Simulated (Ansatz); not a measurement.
Ideal-gas functions of `[F][Nb]([F])([F])([Cl])[Cl]` at 400 K and 1 bar, from an Ansatz frequency run at PBE0-D4/def2-TZVP.

Molar mass 220.81 g/mol, point group Cs (symmetry number 1), electronic degeneracy 1, moments of inertia 294.495, 355.898, 443.462 u Å². Harmonic wavenumbers (cm⁻¹, unscaled): 50, 112, 165, 176, 209, 267, 290, 391, 452, 659, 722, 736.

Use S(trans) = R[1.5 ln M + 2.5 ln T − 1.1517]; rotational temperatures θ = 24.2544 K / I; S(rot) = R[ln(√π/σ · √(T³/θAθBθC)) + 1.5]; for each mode x = 1.438777 ν̃/T, S = R[x/(eˣ − 1) − ln(1 − e⁻ˣ)] and H = RT x/(eˣ − 1); 1 cm⁻¹ = 0.0119627 kJ/mol; R = 8.31446 J/(mol·K).

Question: By hand: the entropy, in J/(mol·K).

Answer: Translation 182.3. Rotation: θ = 0.0824, 0.0681, 0.0547 K, giving 125.6. Vibration, mode by mode: 22.59, 15.93, 12.77, 12.25, 10.88, 8.96, 8.33, 6.13, 5.13, 2.85, 2.38, 2.29, in all 110.5. Electronic 0.0. Sum 418.4 J/(mol·K).

Question: By hand: H − E and G − E in kJ/mol, counted from the electronic energy.

Answer: Zero-point energy ½ × 4229 × 0.0119627 = 25.3; thermal vibration 21.7; translation, rotation and pV give 4 RT = 13.3. H − E = 60.3 kJ/mol, and G − E = 60.3 − 400 × 418.4/1000 = -107.1 kJ/mol.

Vibration gives 26 % of the entropy, 38.5 J/(mol·K) of it from the modes under 150 cm⁻¹: soft modes count most, and the harmonic formula is weakest for them.
